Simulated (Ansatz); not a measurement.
Relaxation of C2H3BrOSi (8 atoms, charge 0, multiplicity 1), to a largest force component of 0.015 eV/Å in at most 40 steps.

Level of theory: Ansatz, RKS PBE-D4/def2-SVP.

```xyz
8
Properties=species:S:1:pos:R:3:forces:R:3
O -0.852 1.067 1.293 -2.96 3.87 0.70
Si 0.217 0.043 0.735 1.24 0.17 -0.95
Br 2.243 0.720 0.963 1.81 0.39 0.99
C 0.069 -0.223 -1.010 -0.42 0.34 -0.40
C -0.161 -1.317 -0.300 0.20 -0.19 0.29
H -1.094 1.871 0.689 0.71 -2.05 1.51
H 0.013 0.111 -2.012 0.06 0.10 -1.71
H -0.343 -2.330 -0.414 -0.63 -2.63 -0.41
```

Task: Where does it end, and by what steps?

Result: It converged. After 19 steps the energy has fallen by 1.226 eV; H6 moved furthest, 1.06 Å.

| step | energy less start (eV) | largest force component (eV/Å) | accepted |
| --- | --- | --- | --- |
| 0 | 0.0000 | 3.871 | yes |
| 1 | -0.8113 | 1.495 | yes |
| 2 | -1.0943 | 0.529 | yes |
| 3 | -1.1310 | 0.261 | yes |
| 4 | -1.1416 | 0.173 | yes |
| 5 | -1.1442 | 0.037 | yes |
| 6 | -1.1447 | 0.037 | yes |
| 7 | -1.1334 | 1.024 | no |
| 8 | -1.1474 | 0.098 | yes |
| 9 | -1.1523 | 0.124 | yes |
| 10 | -1.1560 | 0.528 | yes |
| 11 | -1.1630 | 0.805 | yes |
| 12 | -1.1908 | 0.130 | yes |
| 13 | -1.2035 | 0.493 | yes |
| 14 | -1.2041 | 0.480 | yes |
| 15 | -1.2148 | 0.457 | yes |
| 16 | -1.2248 | 0.052 | yes |
| 17 | -1.2260 | 0.037 | yes |
| 18 | -1.2260 | 0.046 | yes |
| 19 | -1.2261 | 0.008 | yes |

```xyz
8
Properties=species:S:1:pos:R:3
O -1.053 1.253 1.029
Si 0.155 0.325 0.349
Br 2.093 0.923 1.307
C 0.058 -0.361 -1.311
C -0.132 -1.311 -0.340
H -0.740 1.896 1.690
H 0.056 -0.389 -2.414
H -0.345 -2.394 -0.366
```

Run time: 48 s on 2 threads of Arm Neoverse V1 (shared host), peak memory 0.15 GiB.
